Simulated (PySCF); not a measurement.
C4H14B3N3.
Numbering: `[CH3:1][C:2]([CH3:3])([CH3:4])[N:5]1[BH:6][NH:7][BH:8][NH:9][BH:10]1` (hydrogens: H11, H12, H13 on C1; H14, H15, H16 on C3; H17, H18, H19 on C4; H20 on B6; H21 on N7; H22 on B8; H23 on N9; H24 on B10)

Geometry (PBE0-D3(BJ)/def2-SVP, Å), atoms numbered from 1 in this order:
```xyz
24
C4H14B3N3 angstrom
C     -1.612    1.089    0.852
C     -0.887   -0.138    0.302
C     -1.567   -0.544   -1.010
C     -1.009   -1.264    1.333
N      0.554    0.129    0.041
B      1.359   -0.940   -0.485
N      2.742   -0.727   -0.751
B      3.391    0.519   -0.520
N      2.572    1.557    0.000
B      1.181    1.396    0.285
H     -1.195    1.417    1.814
H     -2.670    0.831    1.011
H     -1.572    1.938    0.154
H     -1.479    0.265   -1.752
H     -2.636   -0.748   -0.846
H     -1.110   -1.448   -1.436
H     -0.519   -0.975    2.275
H     -2.068   -1.478    1.547
H     -0.541   -2.191    0.975
H      0.889   -2.030   -0.712
H      3.278   -1.502   -1.120
H      4.567    0.681   -0.752
H      2.984    2.463    0.182
H      0.581    2.342    0.726
```

Method: TDDFT B3LYP/def2-SVPD, vertical, gas phase, core orbitals frozen in the response (PySCF).

**Question.** Predict the UV-vis stick spectrum at this level.

**Answer.** 

| state | E (eV) | λ (nm) | ν̃ (cm⁻¹) | f | symmetry | main configurations (H = HOMO, L = LUMO) |
| --- | --- | --- | --- | --- | --- | --- |
| S1 | 6.38 | 194.2 | 51490 | 0.012 | A′ | H→L+1 (60%), H-1→L (24%), H→L (12%) |
| S2 | 6.68 | 185.5 | 53910 | 0.0006 | – | H→L+2 (99%) |
| S3 | 6.79 | 182.7 | 54750 | 0.131 | A′ | H→L (81%), H→L+1 (10%) |
| S4 | 7.09 | 175.0 | 57150 | 0.0000 | – | H-1→L+2 (82%) |
| S5 | 7.28 | 170.4 | 58700 | 0.023 | A″ | H→L+3 (86%), H→L+4 (10%) |
| S6 | 7.29 | 170.1 | 58800 | 0.237 | A′ | H-1→L (63%), H→L+1 (26%) |
| S7 | 7.30 | 169.9 | 58850 | 0.0071 | A″ | H→L+4 (81%), H-1→L+2 (10%) |
| S8 | 7.32 | 169.4 | 59020 | 0.013 | A″ | H-2→L+1 (56%), H-2→L (39%) |
| S9 | 7.43 | 166.9 | 59910 | 0.0001 | – | H-2→L (57%), H-2→L+1 (38%) |
| S10 | 7.46 | 166.1 | 60190 | 0.305 | A′ | H-1→L+1 (84%) |

Triplets, Tamm–Dancoff:

```tsv
state	E (eV)	λ (nm)	main configurations (H = HOMO, L = LUMO)
T1	5.77	215.0	H→L (88%)
T2	5.94	208.8	H→L+1 (90%)
T3	6.27	197.6	H-1→L+1 (60%), H-1→L (33%)
T4	6.37	194.6	H-1→L (62%), H-1→L+1 (33%)
```

The lowest singlet lies at 6.38 eV (194 nm, vacuum ultraviolet) and is weak; its leading configuration is HOMO→LUMO+1 (60%). The strongest level in the table is S10 at 7.46 eV (166 nm, f = 0.305). It is the last of those listed, so stronger ones may follow. S6/S7 lie within about 0.01 eV of each other. Löwdin shares by element: HOMO nitrogen 51% or more, carbon 7% or more, boron 7% or more (atoms not listed hold the other 35%); LUMO boron 49% or more, nitrogen 23% or more (atoms not listed hold the other 28%). The listed states span 1.08 eV. Orbital energies (eV): HOMO-3 -8.85, HOMO-2 -8.35, HOMO-1 -7.85, HOMO -7.32, LUMO 0.06, LUMO+1 0.14, LUMO+2 0.15. The oscillator strengths of these states sum to 0.729; summed over the whole spectrum of an exact calculation they would give the number of electrons, 74 (Thomas–Reiche–Kuhn). No computed singlet lies in the visible range (380 to 750 nm); the lowest, at 194 nm, stands 3.12 eV above its violet end (3.26 eV). The vertical ionisation energy (ΔSCF) is 9.18 eV, 1.72 eV above S10. Symmetry labels in Cs follow from the direction of the transition dipole and are given only for states with f of 0.002 or more. Singlets were solved by full linear response, triplets in the Tamm–Dancoff approximation.

The run took 13 min of wall time on Arm Neoverse V2, one thread (shared host), and the process peaked at 1.4 GiB of memory.

Without π bonds the low states are Rydberg-like; a valence basis with one diffuse set may place them up to an eV too high.
